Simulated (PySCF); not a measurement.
CH₃ClOTe. Atoms are numbered in the order given.

```xyz
7

Te     0.0086    -0.2091     0.6244
Cl    -1.4019     1.3120    -0.5347
O      1.4968    -0.2816    -0.6717
C      1.2805    -0.9610    -1.8877
H      0.5271    -0.4491    -2.5111
H      2.2405    -0.9566    -2.4273
H      0.9608    -2.0077    -1.7384
```
Charge 0, spin multiplicity 1.

Geometry optimised at PBE0-D3(BJ)/def2-SVP. The def2 effective core potentials stand for the cores of Te; spin–orbit coupling is left out. One conformer was computed; it need not be the lowest.

Level of theory: TDA-CAM-B3LYP/def2-SVPD run with PySCF 2.14.0.

Vertical excitations. Gas-phase values at a fixed geometry.

**Question.** List the lowest excited states. (Estimate from the structure and the level; the computed values follow.)

**Answer.** 
```json
[
 {"state": "S1", "energy (eV)": "2.47", "λ (nm)": "501", "f": "0.001", "main pairs": "HOMO→LUMO 97 %"},
 {"state": "S2", "energy (eV)": "3.26", "λ (nm)": "380", "f": "0.001", "main pairs": "HOMO→LUMO+1 96 %"},
 {"state": "S3", "energy (eV)": "5.26", "λ (nm)": "236", "f": "0.009", "main pairs": "HOMO−1→LUMO 61 %, HOMO−1→LUMO+1 12 %, HOMO−2→LUMO 12 %"},
 {"state": "S4", "energy (eV)": "5.29", "λ (nm)": "235", "f": "0.005", "main pairs": "HOMO−2→LUMO 66 %, HOMO−1→LUMO+1 21 %"},
 {"state": "S5", "energy (eV)": "5.39", "λ (nm)": "230", "f": "0.019", "main pairs": "HOMO−1→LUMO+1 59 %, HOMO−1→LUMO 16 %, HOMO−2→LUMO 10 %"},
 {"state": "S6", "energy (eV)": "5.77", "λ (nm)": "215", "f": "0.005", "main pairs": "HOMO−3→LUMO 74 %"},
 {"state": "S7", "energy (eV)": "6.01", "λ (nm)": "206", "f": "0.111", "main pairs": "HOMO→LUMO+2 88 %"},
 {"state": "S8", "energy (eV)": "6.18", "λ (nm)": "201", "f": "0.020", "main pairs": "HOMO−4→LUMO 79 %"},
 {"state": "S9", "energy (eV)": "6.69", "λ (nm)": "185", "f": "0.067", "main pairs": "HOMO→LUMO+3 61 %, HOMO−2→LUMO+1 19 %"},
 {"state": "S10", "energy (eV)": "6.69", "λ (nm)": "185", "f": "0.016", "main pairs": "HOMO→LUMO+4 65 %, HOMO−3→LUMO+1 15 %"},
 {"state": "T1", "energy (eV)": "1.74", "λ (nm)": "712", "f": "0", "main pairs": "HOMO→LUMO 97 %"},
 {"state": "T2", "energy (eV)": "2.39", "λ (nm)": "518", "f": "0", "main pairs": "HOMO→LUMO+1 95 %"},
 {"state": "T3", "energy (eV)": "4.61", "λ (nm)": "269", "f": "0", "main pairs": "HOMO−1→LUMO 70 %, HOMO−2→LUMO 17 %"},
 {"state": "T4", "energy (eV)": "4.71", "λ (nm)": "263", "f": "0", "main pairs": "HOMO−1→LUMO+1 38 %, HOMO−2→LUMO 33 %, HOMO−1→LUMO 15 %"}
]
```
Triplets are in the Tamm–Dancoff approximation.
